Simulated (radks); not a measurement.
Results of a calculation; reference values are marked as such.
Task: All-electron atom: Nb21+ in [Ar] 3d2 (the NIST ground configuration). Level of theory: non-relativistic Kohn-Sham, PBE, spin-polarised, spherical densities, point nucleus; open shells are filled with parallel spins first (spin-orbit coupling, left out, can overturn this in heavy ions); relativity is left out, which matters for an element this heavy (a radial shooting solver on a logarithmic mesh with Libxc functionals). Some entries of the table are withheld. Estimate them.

| orbital | occ. | eigenvalue (hartree) | <r^2> (bohr^2) | <r> (bohr) |
|---|---|---|---|---|
| 1s up | 1 | -704.7682 | 0.001853 | 0.03721 |
| 1s down | 1 | -704.7671 | 0.001853 | 0.03721 |
| 2s up | 1 | -122.6869 | 0.03077 | 0.1619 |
| 2s down | 1 | -122.4954 | 0.03071 | 0.1618 |
| 2p up | 3 | -115.3025 | 0.02346 | (1) |
| 2p down | 3 | -115.1644 | 0.02340 | (2) |
| 3s up | 1 | (3) | 0.1959 | 0.4151 |
| 3s down | 1 | (4) | 0.1968 | 0.4160 |
| 3p up | 3 | -37.89887 | 0.1868 | 0.4025 |
| 3p down | 3 | -37.67372 | 0.1878 | 0.4037 |
| 3d up | 2 | (5) | 0.1525 | 0.3618 |
| 3d down | 0 | (6) | 0.1538 | 0.3632 |

Result: 
(1) 2p up <r> (bohr): 0.1389
(2) 2p down <r> (bohr): 0.1387
(3) 3s up eigenvalue (hartree): -40.59494
(4) 3s down eigenvalue (hartree): -40.38279
(5) 3d up eigenvalue (hartree): -33.41476
(6) 3d down eigenvalue (hartree): -33.13797
